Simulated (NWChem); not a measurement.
Species: HSF2 cation; SMILES [SH+](F)F

```xyz
4

F     -0.4806    -0.0059     1.2029
S      0.4890    -0.0724     0.0000
F     -0.4806    -0.0059    -1.2029
H      0.8274     1.2648     0.0000
```
Atoms are numbered in this order, from 1.

Computed with NWChem. All runs use the structure optimised with PBE0/def2-SVP.

Problem. Estimate the computed values for B3LYP/cc-pVTZ. Quantities: highest occupied level (eV); orbital gap (eV).

Solution. 
```
Quantity                      Value
---------------------------  ------
highest occupied level (eV)  -17.67
orbital gap (eV)               8.07
```
